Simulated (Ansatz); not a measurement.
System: C$_{2}$H$_{4}$BO$_{2}$, charge 0, multiplicity 2. SMILES: C=CB([O])O

Atoms: C1, C2, B3, O4, O5, H6, H7, H8, H9. Bonds: C1-C2, C1-H6, C1-H7, C2-B3, C2-H8, B3-O4, B3-O5, O5-H9.

Bond lengths (Å) and angles (degrees) optimised at PBE/6-31G* with Ansatz (a program for electronic structure); B3LYP/LANL2DZ with Ansatz; MP2/6-31G* with Ansatz, each started from the B3LYP-D3(BJ)/def2-TZVP structure (Ansatz) of the last column. A row stands for all coordinates that are equal there; 10 of 17 kinds are shown. 6-31G* holds six Cartesian d functions. No wavenumbers were computed at PBE/6-31G*, B3LYP/LANL2DZ, MP2/6-31G*, so these may be saddle points.

| coordinate | PBE/6-31G* | B3LYP/LANL2DZ | MP2/6-31G* | B3LYP-D3(BJ)/def2-TZVP |
|---|---|---|---|---|
| C1-C2 | 1.344 | 1.354 | 1.312 | 1.331 |
| C1-H6 | 1.095 | 1.089 | 1.087 | 1.084 |
| C1-H7 | 1.099 | 1.090 | 1.088 | 1.085 |
| C2-B3 | 1.591 | 1.557 | 1.560 | 1.567 |
| B3-O4 | 1.335 | 1.383 | 1.377 | 1.346 |
| B3-O5 | 1.393 | 1.391 | 1.374 | 1.374 |
| O5-H9 | 0.978 | 0.974 | 0.972 | 0.963 |
| C1-C2-B3 | 118.8 | 121.1 | 120.0 | 120.4 |
| C2-B3-O4 | 117.9 | 119.1 | 119.2 | 118.1 |
| C2-B3-O5 | 118.4 | 120.9 | 121.1 | 120.6 |

Mean signed difference of all 8 bond lengths from B3LYP-D3(BJ)/def2-TZVP: PBE/6-31G* 0.012 Å, B3LYP/LANL2DZ 0.012 Å, MP2/6-31G* 0.003 Å.
